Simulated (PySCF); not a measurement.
CaAl⁺: frontier orbitals

r²SCANh at R = 3.488 Å; PySCF, no relativity, basis sets Ca pcseg-1, Al pcseg-1. State: ¹Σ⁺ (singlet), closed shell. Only the outer orbitals are listed, counted within each symmetry.

```tsv
orbital	occ.	ε (eV)	on Ca (%)	main shells (%)
7σ	2	-54.55	100	100 Ca s
3π	2	-34.80	100	100 Ca p
3π	2	-34.80	100	100 Ca p
8σ	2	-34.67	100	100 Ca p
9σ	2	-12.67	9	91 Al s
10σ	2	-8.45	63	59 Ca s, 30 Al p
4π	0	-6.68	30	70 Al p, 22 Ca d
4π	0	-6.68	30	70 Al p, 22 Ca d
11σ	0	-6.50	74	34 Ca s, 26 Al p, 25 Ca d
```

Question: Which are the highest filled and the lowest empty level, where do they sit, and how wide is the gap?

Answer: Highest filled 10σ at -8.45 eV (in %: 59 Ca s, 30 Al p); lowest empty 4π at -6.68 eV (in %: 70 Al p, 22 Ca d); the gap at r²SCANh is 1.77 eV.

- bond order (Mayer): 0.92
- ⟨S²⟩: 0.000
- charge on Ca (Mulliken, basis-dependent): 0.56
- charge on Ca (Löwdin, basis-dependent): 0.69
- dipole moment (positive dipole points towards Al; it is taken about the centre of mass and depends on that origin): -2.98 D

Closed-shell solutions of metal pairs were not tested for spin polarisation, which can lower them a little.
